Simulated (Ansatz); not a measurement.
`[OH][GeH]([Cl])[GeH3]` + H₂O → `[OH][GeH]([OH])[Cl]` + GeH₄ at 600 K and 1 bar (formal hydrolysis of a Ge–Ge bond).

Program: Ansatz. Geometries: PBE0-D4/def2-TZVP. ΔE: electronic, gas phase. CBS: MP2 limit from def2 TZ/QZ plus the TZ coupled-cluster correction, frozen cores. This one scheme is used for every species. For Ge outer-core shells are correlated without core-valence functions, which leaves a few kJ/mol of doubt a bond. Scalar relativity is left out up to krypton. One conformer a species, not always the lowest.

| species | CCSD(T)/CBS energy (Eh) | H − E (kJ/mol) | S (J/(mol·K)) |
| --- | --- | --- | --- |
| `[OH][GeH]([Cl])[GeH3]` | -4690.25241 | 187.5 | 475.9 |
| H₂O | -76.37941 | 76.8 | 212.8 |
| `[OH][GeH]([OH])[Cl]` | -2688.14170 | 149.4 | 411.5 |
| GeH₄ | -2078.49493 | 105.8 | 256.4 |

H − E and S are ideal-gas, rigid-rotor, harmonic terms from PBE0-D4/def2-TZVP, for one conformer and one mirror image of each species. 1 Eh = 2625.50 kJ/mol, R = 8.31446 J/(mol·K).

**Question.** By hand: ΔE, ΔH, ΔS and ΔG.

**Answer.** ΔE = (-2688.14170) + (-2078.49493) − (-4690.25241) − (-76.37941) = -0.00481 Eh = -12.6 kJ/mol. Δ(H − E) = 149.4 + 105.8 − 187.5 − 76.8 = -9.1, so ΔH = -21.7 kJ/mol. ΔS = 411.5 + 256.4 − 475.9 − 212.8 = -20.8 J/(mol·K). ΔG = -21.7 − 600 × (-20.8)/1000 = -9.2 kJ/mol.

**Question.** By hand: the equilibrium constant, and the temperature at which ΔG would vanish if ΔH and ΔS stayed fixed.

**Answer.** log₁₀ K = −ΔG/(RT ln 10) = 0.8. ΔG = 0 at ΔH/ΔS = 1043 K.

TΔS isn't small against ΔH here. A doubt of 5 kJ/mol in ΔE shifts log₁₀ K by 0.4 here. Other conformers and mirror images would add mixing entropy, several J/(mol·K) or more a flexible species. These are equilibria of isolated gas molecules and say nothing of rates. Largest T1 diagnostic: 0.012 (customary marks: 0.02 for closed shells, 0.045 for open ones).
